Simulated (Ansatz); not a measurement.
```yaml
crystal:
  periodic: [false, false, false]
  atoms:
    - {symbol: C, position_ang: [1.022061, -2.449071, -0.096217]}
    - {symbol: C, position_ang: [0.728832, -1.299978, 0.503258]}
    - {symbol: Si, position_ang: [0.516455, 0.337040, -0.341187]}
    - {symbol: Br, position_ang: [0.880411, 0.066072, -2.526894]}
    - {symbol: C, position_ang: [-1.179873, 1.032359, -0.087064]}
    - {symbol: C, position_ang: [-1.375945, 2.219060, 0.481480]}
    - {symbol: H, position_ang: [1.173131, -2.507203, -1.169974]}
    - {symbol: H, position_ang: [1.124431, -3.376602, 0.459667]}
    - {symbol: H, position_ang: [0.587599, -1.301664, 1.584616]}
    - {symbol: H, position_ang: [1.502125, 1.330974, 0.154043]}
    - {symbol: H, position_ang: [-2.043652, 0.447961, -0.398522]}
    - {symbol: H, position_ang: [-2.369976, 2.624769, 0.647985]}
    - {symbol: H, position_ang: [-0.545401, 2.841381, 0.803611]}
basis:
  gaussian: {orbitals: aug-cc-pVDZ}
hamiltonian: {xc: {name: HF}}
correlation: {active_space: {window: {electrons: 6, orbitals: 2}}}
scf: {lower_state_search: light}
output: {forces: true}
```

```sh
$ ansatz run in.yaml --threads 2 --pin off --events-out ev --progress --plain --max-ram 20480MiB --backend cpu
```

(1) How does Ansatz answer? (Estimate.)

Results:

(1) Computed: The run stopped with an error.
```
Functional definition: HF
  name "HF"
  cite "Fock, Z. Phys. 61, 126 (1930) doi:10.1007/BF01340294"
  parent pbe
  exchange = exact_x
  correlation = 0
2214 factors; integrals over basis functions are off by at most 7.6e-4 eV
mean field evaluation 1: about -82089.8112 eV, gradient 3.8e1 eV
mean field evaluation 2: about -82089.8284 eV, gradient 3.8e1 eV
mean field evaluation 4: about -82094.0277 eV, gradient 3.4e0 eV
mean field evaluation 8: about -82094.0754 eV, gradient 2.2e-1 eV
mean field -82094.07555307 eV, -3016.9016312123 hartree, gradient 4.1e-6 eV, S^2 0.000000; 0 other end points of the search recorded, 0 dependent functions left out
reference -82094.07555307 eV, -3016.9016312123 hartree; 40, 40 occupied and 178, 178 virtual orbitals, 2214 factors
Error: 6 electrons in 2 orbitals form no window around the highest filled level of the reference
```
